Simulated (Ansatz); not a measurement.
The first iterations of a band of ClHOZn + H2 (6 atoms, charge 0, multiplicity 1).

Theory: Ansatz, RKS PBE/def2-SVP.

| Quantity | Value |
| --- | --- |
| movable images | 7 |
| climbing image | yes |
| spring | 50.0 eV/Å² |
| optimiser | quadratic models (default) |
| start path | through a guess of the saddle point |
| force threshold | 0.03 eV/Å |
| iteration limit | 60 |
| end points | relaxed |

Image 0:

```xyz
6
Properties=species:S:1:pos:R:3
Zn 0.303 -0.101 0.341
Cl 1.024 0.176 2.305
O -0.348 -0.304 -1.312
H 0.329 -0.575 -1.959
H -2.127 -0.418 0.346
H -2.157 -0.282 1.105
```

Image 8:

```xyz
6
Properties=species:S:1:pos:R:3
Zn -1.127 -0.359 -0.474
Cl 0.377 0.051 2.131
O 0.032 -0.402 -1.829
H 0.955 -0.380 -1.518
H -2.294 -0.343 0.528
H -0.920 -0.071 1.988
```

| iteration | highest image above the first end (eV) | largest band force component (eV/Å) |
| --- | --- | --- |
| 1 | 4.099 | 22.106 |
| 2 | 1.369 | 1.771 |
| 3 | 1.190 | 1.331 |
| 4 | 1.097 | 0.832 |

Task: Does the band converge within its limit, and where does its top end?

Result: The forces met the threshold. It ended after 12 iterations with the highest image 1.175 eV above the first end. Another band between the same ends (7 images) ends at a top of the same energy, where a vibrational analysis finds 1 clearly imaginary mode. The orbitals stay closed-shell, which can raise the energy where a bond breaks towards radicals; this wasn't checked here.

Time of the run: 3.3 min on 1 thread of Arm Neoverse V1, with other jobs on the host, peak memory 0.14 GiB.
